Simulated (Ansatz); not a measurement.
C₂H₅IOSi (`OC1(I)C[SiH2]1`). Charge 0, multiplicity 1. I: def2 effective core potential. The geometry is a stationary point of PBE0-D4/def2-TZVP. It is one conformer, not always the lowest.

```xyz
10

O    -1.206   -1.243   -0.561
C    -0.603   -0.255    0.168
I    -1.578    0.149    2.070
C     0.924   -0.267    0.283
Si    0.221    1.194   -0.641
H    -1.016   -2.095   -0.148
H     1.394   -1.038   -0.324
H     1.368   -0.159    1.266
H     0.353    1.194   -2.113
H     0.142    2.519    0.001
```

Problem. What is the dipole moment at B3LYP/def2-TZVPP? (Best estimate.)

Solution. Ansatz gave: 2.23 D, with components (1.97, -0.43, -0.94) D in this frame, pointing from negative to positive charge.

Problem. And with PBE, r2SCAN, ωB97M-V? (Estimate.)

Solution. Ansatz gave: PBE 2.19 D, r2SCAN 2.33 D, ωB97M-V 2.19 D.

Problem. Give the Mulliken charges with B3LYP, ωB97M-V, r2SCAN in def2-TZVPP. (An estimate is asked.)

Solution. The calculation gave: 
```
atom  B3LYP  ωB97M-V  r2SCAN
  O1  -0.29    -0.27   -0.30
  C2   0.09    -0.01    0.11
  I3  -0.12    -0.09   -0.16
  C4  -0.29    -0.33   -0.26
 Si5   0.28     0.25    0.32
  H6   0.19     0.19    0.21
  H7   0.10     0.12    0.09
  H8   0.12     0.13    0.10
  H9  -0.05     0.00   -0.05
 H10  -0.04     0.00   -0.04
```

B3LYP here is the variant with VWN-RPA as its local correlation; programs differ in this.
